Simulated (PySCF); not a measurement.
## Relative stability

The two ends of one reaction step of BH$_{4}$ClO$_{2}$, singlet (PBE0-D4/def2-TZVP).

A:

| atom | x (Å) | y (Å) | z (Å) |
| --- | --- | --- | --- |
| B1 | -0.5774 | 0.4212 | 0.4118 |
| H2 | 1.9148 | -1.4723 | -0.8604 |
| O3 | -0.7810 | 0.9035 | -0.8395 |
| O4 | -1.2464 | -0.6605 | 0.8597 |
| H5 | 2.0862 | -1.0684 | -0.2563 |
| Cl6 | 0.5743 | 1.1990 | 1.5110 |
| H7 | -0.2461 | 1.6731 | -1.0453 |
| H8 | -1.8440 | -1.0161 | 0.1954 |

B:

B1  (-0.470, -0.677, -0.185)
H2  (0.500, -0.998, 0.449)
O3  (-0.817, 0.620, -0.380)
O4  (-1.224, -1.670, -0.712)
H5  (1.898, 0.519, 1.318)
Cl6  (1.839, 1.800, 1.349)
H7  (-0.213, 1.243, 0.038)
H8  (-1.977, -1.330, -1.206)
(Å)

PySCF 2.14 with density fitting (its default auxiliary sets; JK sets also for MP2 and CCSD(T)); basis: def2-TZVPP; cores frozen in the correlated methods. B3LYP uses VWN-RPA correlation.

Task: Which structure is lower at CCSD(T), and by how much? (To be estimated.)

Result: By the calculation: A, by 11.83 kcal/mol (electronic energy, against the other). By their contacts, A is a complex of BH₂ClO₂ ([OH][B]([OH])[Cl]) + H₂ and B is a complex of BH₃O₂ ([OH][BH][OH]) + HCl.

All methods give the same order:

| method | E(B) − E(A) (kcal/mol) |
| --- | --- |
| SPW92 | 11.18 |
| PBE-D4 | 12.49 |
| r2SCAN-D4 | 13.90 |
| PBE0-D4 | 12.55 |
| B3LYP-D4 | 11.86 |
| BHLYP-D4 | 11.70 |
| wB97M-V | 12.58 |
| HF | 11.28 |
| MP2 | 13.47 |
| CCSD | 11.27 |
| CCSD(T) | 11.83 |

The T1 diagnostic stays at or below 0.012.

Labels in which every atom is bracketed show which atoms are joined, not bond orders.

For scale, one of the runs: CCSD(T)/def2-TZVPP, 191 basis functions, launched by `OMP_NUM_THREADS=4 python run.py`. Hardware: 4 CPU threads of an Arm Neoverse V2, shared host. Wall time 5.9 min; peak host memory 2.4 GiB.
